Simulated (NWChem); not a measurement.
Molecule: HSe₂Br; SMILES [SeH][Se]Br

```xyz
4

Se     0.9547    -0.0278     0.0109
Br    -0.4506     1.8612     0.0060
Se    -0.4657    -1.8279     0.0345
H     -0.6436    -1.9454    -1.4291
```
Atoms are numbered in this order, from 1.

Computed with NWChem. Pople sets run with spherical d functions. Coordinates come from a PBE0/def2-SVP optimisation. GIAO values for the isolated, static molecule; σ is the absolute isotropic shielding, δ = σ(reference) − σ with the isolated reference molecule computed at the same levels (1H: tetramethylsilane). Spin-orbit effects, on the heavy nuclei and on their neighbours, are missing.

For level B3LYP/6-311G**:

```
Property      Value
-----------  ------
σ Se1 (ppm)   430.4
σ Br2 (ppm)  1975.3
δ H4 (ppm)     5.02
```

Task: What are these values for level LDA (Slater exchange, VWN5)/pcSseg-1?

Result: The σ Se1 (ppm) is 257.6. The σ Br2 (ppm) comes out as 1856.7 and the δ H4 (ppm) comes out as 5.42.
